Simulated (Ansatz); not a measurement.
## The standard entropy of OsO4 (SMILES [O]=[Os](=[O])(=[O])=[O]) from a frequency calculation

A singlet with charge 0, relaxed at PBE0-D4/def2-TZVP (core potential) (Ansatz 0.2.0):

```xyz
5

O    -0.8918   -0.1351    1.4298
Os    0.0000    0.0000    0.0000
O     1.4320   -0.8870    0.1431
O    -0.9099   -0.6032   -1.2908
O     0.3697    1.6253   -0.2821
```

Harmonic wavenumbers in cm⁻¹: 348, 348, 348, 352, 352, 1027, 1027, 1027, 1057.

Masses in u: O 15.999, Os 190.23. Take T = 298.15 K, p = 1 bar, R = 8.3145 J/(mol K), kT/hc = 207.22 cm⁻¹, rigid rotor and harmonic oscillator.

Question: Compute the standard molar entropy.

Answer: 
1. Translation (Sackur–Tetrode): S = R[3/2 ln M + 5/2 ln T − 1.1517] with M = 254.226 gives 177.9 J/(mol K).
2. Rotation: principal moments 121.928, 121.929, 121.930 u Å² give A, B, C = 0.1383, 0.1383, 0.1383 cm⁻¹; the symmetry number is σ = 12; q = (√π/σ)√((kT/hc)³/ABC) = 8567; S = R(ln q + 3/2) = 87.8.
3. Vibration: with u = ν̃/207.22, each mode gives R[u/(eᵘ − 1) − ln(1 − e⁻ᵘ)]; the sum is 25.8, most from 348 cm⁻¹ (4.9), 348 cm⁻¹ (4.9), 348 cm⁻¹ (4.9).
4. Electronic: R ln 1 = 0.0, from the spin multiplicity alone.
5. Sum: 177.9 + 87.8 + 25.8 + 0.0 = 291.5 J/(mol K).

No measured value is set beside it here.
